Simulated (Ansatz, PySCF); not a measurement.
C2H6N, SMILES C=[NH+]C, charge +1. Atoms are numbered in the order given.

```xyz
9

C     -0.2332     1.2312     0.0000
N      0.4105     0.1356     0.0000
C     -0.1673    -1.2145     0.0000
H     -1.3171     1.2177     0.0000
H      0.3052     2.1716     0.0000
H      1.4290     0.1801     0.0000
H      0.1816    -1.7385     0.8893
H     -1.2512    -1.1420     0.0000
H      0.1816    -1.7385    -0.8893
```
Charge +1, spin multiplicity 1.

The structure is a stationary point at B3LYP-D3(BJ)/def2-TZVP. The isomer is the one that the SMILES or the coordinates give; other isomers of the formula were not compared.

Vertical ionisation energy (IE) and electron affinity (EA) in eV. Rows of orbital energies are one-electron estimates. Where ΔSCF, EOM or ADC give a negative EA the extra electron is unbound and the value depends on the basis.

```tsv
level	IE	EA
−ε(HOMO), −ε(LUMO), CAM-B3LYP/def2-TZVPD (PySCF)	17.45	6.56
−ε(HOMO), −ε(LUMO), PBE/def2-TZVPD (PySCF)	14.73	8.96
ΔSCF, CAM-B3LYP/def2-SVPD (Ansatz), final states of multiplicity 2 and 2	18.77	5.46
ΔSCF, PBE/def2-SVPD (Ansatz), final states of multiplicity 2 and 2	18.51	5.33
```

Q: What vertical singlet–triplet gap does ΔSCF give with CAM-B3LYP/def2-SVPD (Ansatz, a quantum-chemistry and plane-wave program) and with PBE/def2-SVPD (Ansatz)? (An estimate is asked for; the answer gives what the named calculation found.)

A: 5.16 and 5.17 eV (triplet above singlet where positive).
